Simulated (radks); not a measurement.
Results of a calculation; reference values are marked as such.
The nuclear charge of the dysprosium ion Dy2+ is varied continuously with 64 electrons held in [Xe] 4f10. Level of theory: non-relativistic Kohn-Sham, BLYP, spin-unpolarised, spherical densities, point nucleus; relativity is left out, which matters for an element this heavy (a radial shooting solver on a logarithmic mesh with Libxc functionals). By the Hellmann-Feynman theorem dE/dZ = E(electron-nucleus)/Z, the electronic potential at the nucleus.

Z = 65: E (hartree) -11230.1739; E(electron-nucleus)/Z (hartree) -410.409; HOMO 4f; e(HOMO) (eV) -5.012; <r> HOMO (bohr) 0.9425
Z = 65.1: E (hartree) -11271.2569; E(electron-nucleus)/Z (hartree) -411.252; HOMO 4f; e(HOMO) (eV) -6.286; <r> HOMO (bohr) 0.9253
Z = 65.2: E (hartree) -11312.4242; E(electron-nucleus)/Z (hartree) -412.092; HOMO 4f; e(HOMO) (eV) -7.634; <r> HOMO (bohr) 0.9101
Z = 65.3: E (hartree) -11353.6754; E(electron-nucleus)/Z (hartree) -412.932; HOMO 4f; e(HOMO) (eV) -9.046; <r> HOMO (bohr) 0.8965
Z = 65.4: E (hartree) -11395.0104; E(electron-nucleus)/Z (hartree) -413.769; HOMO 4f; e(HOMO) (eV) -10.514; <r> HOMO (bohr) 0.8840
Z = 65.5: E (hartree) -11436.4291; E(electron-nucleus)/Z (hartree) -414.605; HOMO 4f; e(HOMO) (eV) -12.034; <r> HOMO (bohr) 0.8724
Z = 65.6: E (hartree) -11477.9315; E(electron-nucleus)/Z (hartree) -415.441; HOMO 4f; e(HOMO) (eV) -13.602; <r> HOMO (bohr) 0.8616
Z = 65.7: E (hartree) -11519.5173; E(electron-nucleus)/Z (hartree) -416.275; HOMO 4f; e(HOMO) (eV) -15.214; <r> HOMO (bohr) 0.8515
Z = 65.8: E (hartree) -11561.1865; E(electron-nucleus)/Z (hartree) -417.109; HOMO 4f; e(HOMO) (eV) -16.867; <r> HOMO (bohr) 0.8420
Z = 65.9: E (hartree) -11602.9390; E(electron-nucleus)/Z (hartree) -417.941; HOMO 4f; e(HOMO) (eV) -18.561; <r> HOMO (bohr) 0.8329
Z = 66: E (hartree) -11644.7748; E(electron-nucleus)/Z (hartree) -418.774; HOMO 4f; e(HOMO) (eV) -20.293; <r> HOMO (bohr) 0.8243
Z = 66.1: E (hartree) -11686.6937; E(electron-nucleus)/Z (hartree) -419.605; HOMO 4f; e(HOMO) (eV) -22.062; <r> HOMO (bohr) 0.8161
Z = 66.2: E (hartree) -11728.6957; E(electron-nucleus)/Z (hartree) -420.436; HOMO 4f; e(HOMO) (eV) -23.866; <r> HOMO (bohr) 0.8082
Z = 66.3: E (hartree) -11770.7808; E(electron-nucleus)/Z (hartree) -421.266; HOMO 4f; e(HOMO) (eV) -25.705; <r> HOMO (bohr) 0.8006
Z = 66.4: E (hartree) -11812.9488; E(electron-nucleus)/Z (hartree) -422.095; HOMO 4f; e(HOMO) (eV) -27.578; <r> HOMO (bohr) 0.7933
Z = 66.5: E (hartree) -11855.1998; E(electron-nucleus)/Z (hartree) -422.924; HOMO 4f; e(HOMO) (eV) -29.483; <r> HOMO (bohr) 0.7863
Z = 66.6: E (hartree) -11897.5337; E(electron-nucleus)/Z (hartree) -423.753; HOMO 4f; e(HOMO) (eV) -31.420; <r> HOMO (bohr) 0.7795
Z = 66.7: E (hartree) -11939.9504; E(electron-nucleus)/Z (hartree) -424.581; HOMO 4f; e(HOMO) (eV) -33.389; <r> HOMO (bohr) 0.7730
Z = 66.8: E (hartree) -11982.4500; E(electron-nucleus)/Z (hartree) -425.409; HOMO 4f; e(HOMO) (eV) -35.388; <r> HOMO (bohr) 0.7666
Z = 66.9: E (hartree) -12025.0322; E(electron-nucleus)/Z (hartree) -426.236; HOMO 4f; e(HOMO) (eV) -37.417; <r> HOMO (bohr) 0.7605
Z = 67: E (hartree) -12067.6972; E(electron-nucleus)/Z (hartree) -427.063; HOMO 4f; e(HOMO) (eV) -39.476; <r> HOMO (bohr) 0.7545

The central difference of E at Z = 66 is -418.773 hartree, to compare with the third column; the second derivative is -8.32 hartree.
